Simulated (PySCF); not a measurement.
C₂H₇ClSi₂.
Z-matrix (Å and degrees, PBE0-D3(BJ)/def2-SVP geometry), rows numbered from 1:
```
Si
C   1  1.8821
C   2  1.3409  1  125.75
Si  3  1.8863  2  128.38  1     0.05
Cl  3  1.7540  2  120.06  1  -179.73
H   1  1.4944  2  111.39  3    61.11
H   1  1.4942  2  111.49  3   -60.32
H   1  1.4925  2  107.51  3  -179.66
H   2  1.0987  1  117.01  3  -179.81
H   4  1.4910  3  109.06  2  -119.13
H   4  1.4908  3  109.08  2   121.20
H   4  1.4931  3  109.04  2     0.99
```

Method used: delta-SCF UKS SCAN, pcX-2 on the ionised atom, pcseg-1 elsewhere, spin-free X2C in PySCF 2.14.0. Each 1s hole has a ground state of its own, since the core basis sits on the ionised atom alone.

```
ionised atom  basis functions  E(ground) (Eh)  E(ionised) (Eh)
          C2              148     -1121.99241      -1111.32677
          C3              148     -1121.99406      -1111.27552
         Si1              159     -1122.04272      -1054.17794
         Si4              159     -1122.04244      -1054.17125
         Cl5              159     -1122.16177      -1018.21330
```

**Question.** Turn these total energies into binding energies.

**Answer.** E(ionised) − E(ground), at 27.2114 eV a hartree:

```tsv
atom	environment	difference (Eh)	binding energy (eV)
C2	alkene CH carbon	10.66564	290.23
C3	vinylic C–Cl carbon	10.71854	291.67
Si1	SiH3 silicon	67.86478	1846.69
Si4	SiH3 silicon	67.87119	1846.87
Cl5	vinyl chlorine	103.94847	2828.58
```

**Question.** How much do the ground-state energies differ, and what would follow from using one of them for all holes?

**Answer.** They run from -1122.1618 Eh (core basis on Cl5) to -1121.9924 Eh (on C2), 0.1694 Eh or 4.61 eV apart, though the state is the same; only basis and grid differ. Pairing the ion of C2 with the ground state of Cl5 would put its binding energy 4.61 eV too high.

Only 1s holes are shown. Geometry: PBE0-D3(BJ)/def2-SVP; no solvent, vibrations or thermal averaging.
